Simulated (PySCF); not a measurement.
GeH₈Si₂.
Atom-mapped SMILES: `[SiH3:1][SiH2:2][GeH3:3]` (hydrogens: H4, H5, H6 on Si1; H7, H8 on Si2; H9, H10, H11 on Ge3)

Method: PBE0-D3(BJ)/def2-SVP geometry optimisation, gas phase in PySCF 2.14.0; density fitting, grid level 1; the optimiser is geomeTRIC in internal coordinates, started from a GFN2-xTB structure.

Step 0: E = -72377.5420 eV
```
atom  x, y, z in Å  |  force x, y, z in eV/Å
Si1     1.8244    0.7563    0.0132   -0.002  -0.023  -0.007
Si2     0.2660   -0.9523   -0.1372   -0.150  -0.021   0.016
Ge3    -1.9070   -0.1072    0.0754   -0.261   0.228   0.034
H4      3.2003    0.2829   -0.1494    0.537  -0.322  -0.078
H5      1.5930    1.7723   -1.0181   -0.205   0.322  -0.461
H6      1.7511    1.4428    1.3066   -0.139   0.170   0.554
H7      0.4500   -1.9976    0.8783    0.162  -0.251   0.493
H8      0.3382   -1.6675   -1.4186    0.108  -0.110  -0.552
H9     -2.2873    0.8869   -0.9853    0.089   0.481  -0.715
H10    -2.1648    0.6663    1.3377    0.181   0.335   0.778
H11    -3.0530   -1.0776    0.0455   -0.319  -0.810  -0.062
```

Step 1: E = -72377.7180 eV
```
atom  x, y, z in Å  |  force x, y, z in eV/Å
Si1     1.8281    0.7618    0.0128    0.165   0.146   0.004
Si2     0.2538   -0.9557   -0.1382   -0.063  -0.290  -0.038
Ge3    -1.9391   -0.0822    0.0786   -0.559   0.332   0.058
H4      3.2257    0.2481   -0.1538   -0.062  -0.009   0.006
H5      1.5668    1.7822   -1.0530   -0.017  -0.055   0.024
H6      1.7251    1.4398    1.3448   -0.024  -0.049  -0.034
H7      0.4645   -1.9990    0.9177    0.041   0.090   0.030
H8      0.3490   -1.6615   -1.4580    0.038   0.085   0.000
H9     -2.2713    0.9305   -1.0494    0.142  -0.120   0.053
H10    -2.1347    0.6951    1.4073    0.139  -0.107  -0.088
H11    -3.0571   -1.1537    0.0393    0.202  -0.024  -0.014
```

Problem. Estimate the geometry and energy of step 2. (The exact step hangs on the optimiser's Hessian estimate; all steps are aligned on step 1, rigid shifts and turns removed.)

Solution. E = -72377.7365 eV, largest force 0.224 eV/Å
```
atom  x, y, z in Å  |  force x, y, z in eV/Å
Si1     1.8251    0.7623    0.0122    0.047   0.030  -0.002
Si2     0.2418   -0.9558   -0.1389   -0.040  -0.128  -0.021
Ge3    -1.9563   -0.0673    0.0803   -0.188   0.120   0.021
H4      3.2177    0.2366   -0.1533   -0.043   0.018   0.007
H5      1.5574    1.7765   -1.0571    0.010  -0.027   0.030
H6      1.7123    1.4313    1.3474    0.003  -0.018  -0.037
H7      0.4660   -1.9848    0.9285    0.017   0.056  -0.004
H8      0.3499   -1.6485   -1.4648    0.018   0.044   0.025
H9     -2.2552    0.9331   -1.0598    0.050  -0.059   0.040
H10    -2.1128    0.6936    1.4168    0.045  -0.050  -0.055
H11    -3.0351   -1.1716    0.0367    0.079   0.014  -0.004
```

The energy changes by -0.0185 eV. The first-order estimate −F·Δx gives -0.0282 eV and the mean of the old and new forces, exact on a quadratic surface, -0.0186 eV. The step makes an angle of 56° with the force vector and moves no atom by more than 0.028 Å.

What follows is the cost of the whole optimisation. On an Arm Neoverse V1 with one thread, shared host with 32 logical CPUs at a one-minute load of 17, this took 22 s of wall time and 0.43 GiB of memory at its peak.
